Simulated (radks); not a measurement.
Values are calculated unless marked as measured or tabulated.
All-electron atom: Tm0.5+ in [Xe] 4f(up 6.5, down 6.5) 6s(up 1, down 0.5) (fractional occupations, a model configuration).

Code: a radial shooting solver on a logarithmic mesh with Libxc functionals. Model: scalar-relativistic Kohn-Sham, PBEsol, spin-polarised, spherical densities, finite nucleus; Fermi nuclear charge, rms radius 5.2256 fm.

Energy parts (eV):
part                      energy
total                 -369030.96
kinetic                400990.13
electron-nucleus      -906860.54
Hartree                144479.37
exchange-correlation    -7639.91

Orbitals (lengths in bohr, moments of r in powers of bohr; <r^-3> diverges for s and p1/2; r(max) is where P^2 peaks; r(90%) holds 90 % of the orbital's charge):
| orbital | occ. | eigenvalue (eV) | r(max) | r(90%) | <r^-3> | <r^2> |
|---|---|---|---|---|---|---|
| 1s up | 1 | -59255.36 | 0.01262 | 0.0363 | - | 0.0005489 |
| 1s down | 1 | -59255.36 | 0.01262 | 0.0363 | - | 0.0005489 |
| 2s up | 1 | -10000.74 | 0.07192 | 0.132 | - | 0.008521 |
| 2s down | 1 | -10000.74 | 0.07192 | 0.132 | - | 0.008521 |
| 2p up | 3 | -8832.921 | 0.05855 | 0.123 | 15120 | 0.006947 |
| 2p down | 3 | -8832.919 | 0.05855 | 0.123 | 15120 | 0.006947 |
| 3s down | 1 | -2249.834 | 0.2033 | 0.324 | - | 0.05585 |
| 3s up | 1 | -2249.832 | 0.2033 | 0.324 | - | 0.05585 |
| 3p down | 3 | -1896.089 | 0.2002 | 0.330 | 3278 | 0.05628 |
| 3p up | 3 | -1896.087 | 0.2002 | 0.330 | 3278 | 0.05628 |
| 3d down | 5 | -1458.735 | 0.1632 | 0.311 | 433.1 | 0.04688 |
| 3d up | 5 | -1458.734 | 0.1632 | 0.311 | 433.1 | 0.04688 |
| 4s down | 1 | -445.4166 | 0.4644 | 0.716 | - | 0.2800 |
| 4s up | 1 | -445.4124 | 0.4644 | 0.716 | - | 0.2800 |
| 4p down | 3 | -329.1377 | 0.4857 | 0.769 | 742.5 | 0.3180 |
| 4p up | 3 | -329.1344 | 0.4857 | 0.769 | 742.4 | 0.3180 |
| 4d down | 5 | -174.6438 | 0.5012 | 0.860 | 82.43 | 0.3798 |
| 4d up | 5 | -174.6425 | 0.5012 | 0.860 | 82.42 | 0.3798 |
| 5s up | 1 | -56.6186 | 1.091 | 1.78 | - | 1.708 |
| 5s down | 1 | -56.5960 | 1.091 | 1.78 | - | 1.706 |
| 5p up | 3 | -30.1631 | 1.254 | 2.18 | 89.98 | 2.481 |
| 5p down | 3 | -30.1120 | 1.254 | 2.18 | 90.26 | 2.469 |
| 6s up | 1 | -6.6345 | 3.221 | 5.48 | - | 15.78 |
| 4f up | 6.5 | -6.3142 | 0.4957 | 1.42 | 11.41 | 0.9216 |
| 4f down | 6.5 | -6.3010 | 0.4956 | 1.42 | 11.43 | 0.9097 |
| 6s down | 0.5 | -6.2219 | 3.202 | 5.53 | - | 15.98 |

The highest occupied level is 6s down at -6.222 eV. The spin density at the nucleus is 19.43 e/bohr^3 (1s 0.07, 2s 0.02, 3s 0.04, 4s -0.02, 5s -0.26, 6s 19.59). The electron density at the nucleus is 1.001e+06 e/bohr^3 (large components only). Spin moment in Bohr magnetons: 0.5.
